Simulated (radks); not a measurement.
All-electron atom: Er I in [Xe] 4f12 5d1 6s1 (not the ground configuration).

Calculated with a radial shooting solver on a logarithmic mesh with Libxc functionals: non-relativistic Kohn-Sham, PBE, spin-polarised, spherical densities, point nucleus; open shells are filled with parallel spins first (spin-orbit coupling, left out, can overturn this in heavy ions); relativity is left out, which matters for an element this heavy.

Energy parts (eV):
part                      energy
total                 -340188.51
kinetic                340091.67
electron-nucleus      -809346.06
Hartree                136301.96
exchange-correlation    -7236.08

Orbitals (lengths in bohr, moments of r in powers of bohr; r(90%) holds 90 % of the orbital's charge):
orbital  occ.  eigenvalue (eV)      <r^2>      <r>      <r^4>  r(90%)
1s up       1        -53425.60  0.0006643  0.02229  1.113e-06  0.0396
1s down     1        -53425.60  0.0006643  0.02229  1.113e-06  0.0396
2s up       1        -8611.359    0.01049  0.09460  0.0001852   0.145
2s down     1        -8611.306    0.01049  0.09460  0.0001852   0.145
2p up       3        -8219.197   0.007784  0.08014  0.0001174   0.129
2p down     3        -8219.163   0.007784  0.08014  0.0001174   0.129
3s up       1        -1913.716    0.06699   0.2425   0.006703   0.354
3s down     1        -1912.651    0.06695   0.2424   0.006696   0.354
3p up       3        -1736.118    0.06238   0.2323   0.006068   0.346
3p down     3        -1735.152    0.06234   0.2322   0.006061   0.346
3d up       5        -1405.200    0.04924   0.2050   0.004267   0.318
3d down     5        -1404.504    0.04920   0.2050   0.004259   0.318
4s up       1        -365.6329     0.3359   0.5458     0.1641   0.783
4s down     1        -363.8373     0.3361   0.5459     0.1643   0.783
4p up       3        -294.3505     0.3527   0.5570     0.1862   0.810
4p down     3        -292.5619     0.3529   0.5571     0.1864   0.810
4d up       5        -166.1895     0.3978   0.5855     0.2584   0.880
4d down     5        -164.4116     0.3984   0.5859     0.2594   0.880
4f up       7          -6.5938     0.8315   0.7835      2.394    1.36
4f down     5          -4.9517     0.8569   0.7928      2.595    1.38
5s up       1         -42.7456      2.098    1.364      6.663    1.98
5s down     1         -41.7914      2.105    1.366      6.701    1.98
5p up       3         -24.2518      2.777    1.558      12.47    2.31
5p down     3         -23.3609      2.780    1.560      12.46    2.31
5d up       1          -1.2732      17.38    3.637      782.9    6.35
6s up       1          -3.4889      22.07    4.401      783.6    6.53
6s down     0          -2.1828      20.96    4.279      732.6    6.35

The highest occupied level is 5d up at -1.273 eV. The configuration is held as typed, so some empty levels lie below it. The spin density at the nucleus is 5.376 e/bohr^3 (1s 0.018, 2s -0.160, 3s -1.633, 4s 0.558, 5s 0.736, 6s 5.857). The density falls to 0.001 e/bohr^3 at r = 5.00 bohr. Spin moment in Bohr magnetons: 4. Virial ratio -V/T = 2.00028. The electron density at the nucleus is 2.244e+05 e/bohr^3.
